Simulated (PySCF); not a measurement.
Rh⁺: excitation energy

Rh⁺ [Kr] 4d8 (3F) → Rh⁺ [Kr] 4d7 5s1, s spin flipped, as a difference of total energies. Calculation: PySCF 2.14, in def2-QZVPPD with the def2 core potential (28 electrons); scalar relativity through the core potential. Correlated levels: valence and next inner shell: nothing frozen outside the core potential. The calculations carry no spin-orbit coupling.

```tsv
method	excitation energy (cm⁻¹)
UHF	17981
MP2 (valence and next inner shell)	22839
SCS-MP2 (valence and next inner shell)	22500
```

The upper determinant mixes two multiplicities, so it lies between the two terms.
